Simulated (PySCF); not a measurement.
Molecule: `N#CCCB(O)O`, C3H6BNO2.

Molfile (atoms numbered from 1):
```
C3H6BNO2
     RDKit          3D

 13 12  0  0  0  0  0  0  0  0999 V2000
   -3.4195    0.8573    0.6661 N   0  0  0  0  0  0  0  0  0  0  0  0
   -2.4508    0.2888    0.3860 C   0  0  0  0  0  0  0  0  0  0  0  0
   -1.2151   -0.3983    0.0283 C   0  0  0  0  0  0  0  0  0  0  0  0
   -0.0257    0.5493   -0.1392 C   0  0  0  0  0  0  0  0  0  0  0  0
    1.3263   -0.1890   -0.5000 B   0  0  0  0  0  0  0  0  0  0  0  0
    1.3195   -1.5418   -0.6189 O   0  0  0  0  0  0  0  0  0  0  0  0
    2.5043    0.4687   -0.6984 O   0  0  0  0  0  0  0  0  0  0  0  0
   -1.0005   -1.1557    0.7986 H   0  0  0  0  0  0  0  0  0  0  0  0
   -1.3908   -0.9632   -0.9009 H   0  0  0  0  0  0  0  0  0  0  0  0
   -0.2502    1.2957   -0.9217 H   0  0  0  0  0  0  0  0  0  0  0  0
    0.1181    1.1373    0.7846 H   0  0  0  0  0  0  0  0  0  0  0  0
    2.1925   -1.8858   -0.8404 H   0  0  0  0  0  0  0  0  0  0  0  0
    2.4401    1.4224   -0.5991 H   0  0  0  0  0  0  0  0  0  0  0  0
  1  2  3  0
  2  3  1  0
  3  4  1  0
  4  5  1  0
  5  6  1  0
  5  7  1  0
  3  8  1  0
  3  9  1  0
  4 10  1  0
  4 11  1  0
  6 12  1  0
  7 13  1  0
M  END
```

Spin–spin couplings on one PBE0-D3(BJ)/def2-SVP geometry, PySCF, gas phase, non-relativistic, equivalent pairs averaged (spin–dipole term only in couplings to heteroatoms); isotopes $^{13}$C, $^{1}$H, $^{17}$O, $^{11}$B, $^{15}$N; basis pcJ-1.

Q: How do the couplings (Hz) change with the functional? Times are CPU seconds on 1 thread of an Arm Neoverse V1, shared host.

A: 
```tsv
functional	functions	$^{1}J$(C3,H8)	$^{1}J$(C4,H10)	$^{1}J$(C2,C3)	$^{1}J$(O6,H12)	$^{1}J$(C4,B5)	$^{1}J$(N1,C2)	$^{1}J$(C3,C4)	core-s
HF	249	180.4	148.0	123.9	-115.0	90.9	-83.9	65.5	35
LDA	249	106.6	95.0	45.7	-70.9	52.0	-8.7	20.2	28
PBE	249	128.7	113.4	55.5	-72.8	63.6	-10.7	28.9	39
KT2	249	136.2	118.8	42.1	-73.7	53.9	-4.0	20.5	39
PBE0	249	133.6	116.8	62.9	-80.5	67.4	-17.4	33.6	56
B97-2	249	126.5	111.1	62.0	-80.1	69.4	-16.7	33.0	51
BHandHLYP	249	152.7	133.0	77.6	-95.5	77.1	-29.8	43.7	91
CAM-B3LYP	249	138.8	121.4	65.9	-85.3	69.1	-20.7	35.3	110
```
